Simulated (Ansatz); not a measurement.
Consider the redistribution: `[NH2][Cr](=[O])(=[O])[Cl]` + `[F][Y]([F])[Cl]` → `[O]=[Cr](=[O])([Cl])[Cl]` + `[NH2][Y]([F])[F]`.

Isolated molecules relaxed with PBE0-D4/def2-TZVP in Ansatz; ΔE leaves out vibrations. CBS: MP2 limit from def2 TZ/QZ plus the TZ coupled-cluster correction, frozen cores. Functionals use def2-TZVPP. HSE06 is defined as in plane-wave codes. def2 core potentials past Kr. For Cr, Y outer-core shells are correlated without core-valence functions, which leaves a few kJ/mol of doubt a bond. Scalar relativity is left out up to krypton. One conformer a species, not always the lowest.

```json
{"level": "revPBE-D4", "ΔE (kJ/mol)": "92.4"}
{"level": "BLYP-D4", "ΔE (kJ/mol)": "91.5"}
{"level": "r2SCAN-D4", "ΔE (kJ/mol)": "100.4"}
{"level": "r2SCANh-D4", "ΔE (kJ/mol)": "103.4"}
{"level": "r2SCAN0-D4", "ΔE (kJ/mol)": "107.5"}
{"level": "ωB97X-V", "ΔE (kJ/mol)": "108.9"}
{"level": "HSE06", "ΔE (kJ/mol)": "102.6"}
{"level": "BHLYP", "ΔE (kJ/mol)": "111.6"}
```

(1) What does CCSD(T)/CBS give? (An estimate is asked.)

Largest T1 diagnostic among the species: 0.035, so the coupled-cluster value is less sure than usual.

## Answers

(1) Computed: +107.4 kJ/mol. The listed levels differ from it by -15.0, -15.9, -7.0, -4.0, 0.1, 1.5, -4.8, 4.2 kJ/mol.

From r2SCAN to r2SCAN0 (25 % exact exchange), in def2-TZVPP and without D4, ΔE moves by +7.1 kJ/mol. In def2-TZVPP, CCSD(T) changes the Hartree–Fock value by −21.5 kJ/mol (the triples alone add −1.1 kJ/mol) and MP2 by −52.7 kJ/mol. At CCSD(T), def2-SVP lies +4.2 kJ/mol from the extrapolated value and def2-TZVPP −4.3 kJ/mol.
